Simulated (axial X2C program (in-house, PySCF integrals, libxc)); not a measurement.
## Bond lengths and stretching modes, held linear, of SbSH

Computed with an axial X2C code built on PySCF integrals: two-component X2C with atomic mean-field Coulomb and Gaunt terms, Gaussian nuclei, basis Sb dyall-v3z, S dyall-av3z, H dyall-v3z with contracted cores. Spin-free rows use the one-electron spin-free X2C Hamiltonian.

Masses Sb 120.904, S 31.972, H 1.008 u. States: 2c Ω = 1 (beyond evenly filled blocks: ω = -1/2, ω = 3/2); spin-free M_S = 1, Λ = 0 (beyond evenly filled blocks: π+α, π-α).

PBE0, spin-free: energies above the lowest point

```csv
r(Sb–S) (Å),r(S–H) (Å),E (meV)
2.3059,1.3055,38.17
2.3059,1.3390,25.11
2.3059,1.3725,42.19
2.3650,1.3055,13.32
2.3650,1.3390,0.00
2.3650,1.3725,16.83
2.3650,1.4060,58.92
2.4241,1.3055,34.53
2.4241,1.3390,20.89
2.4241,1.3725,37.42
2.4833,1.3390,77.31
2.4833,1.4060,134.90
```

Q: Fit a quadratic surface with cubic terms in each bond: where is the minimum, and what are the two stretching wavenumbers?

A: At PBE0, spin-free: bonds 2.365 and 1.336 Å; harmonic stretches 371.3 and 2753.5 cm⁻¹; force constants 2.11, 4.36 and coupling -0.03 mdyn/Å.

The other levels and Hamiltonians give:

```tsv
Hamiltonian	level	r(Sb–S) (Å)	r(S–H) (Å)	lower stretch (cm⁻¹)	upper stretch (cm⁻¹)
2c	PBE0	2.370	1.337	367.1	2740.5
2c	HF	2.407	1.322	348.9	2876.8
2c	B3LYP	2.404	1.339	342.1	2692.5
2c	MP2	2.374	1.332	375.0	2781.7
spin-free	HF	2.403	1.321	353.0	2886.2
spin-free	B3LYP	2.398	1.338	348.9	2710.9
spin-free	MP2	2.371	1.332	377.6	2787.1
```

Each state is one determinant, the lowest of a limited PBE0 search; the stretches come from a fit to these few points and carry an uncertainty of a few per cent. Other orders of the atoms were not compared. MP2 freezes inner shells (threshold -2 hartree). The molecule was held linear; bending was not examined, so a bent shape may lie lower. Hydrosulfides and their kin are strongly bent in nature, so this linear model does not describe the real molecule. Open-shell Ω = 0 determinants with evenly filled partner blocks cannot be reached by this program, so the Ω shown need not be the lowest component. Note: several unpaired electrons, one determinant need not be a pure state.
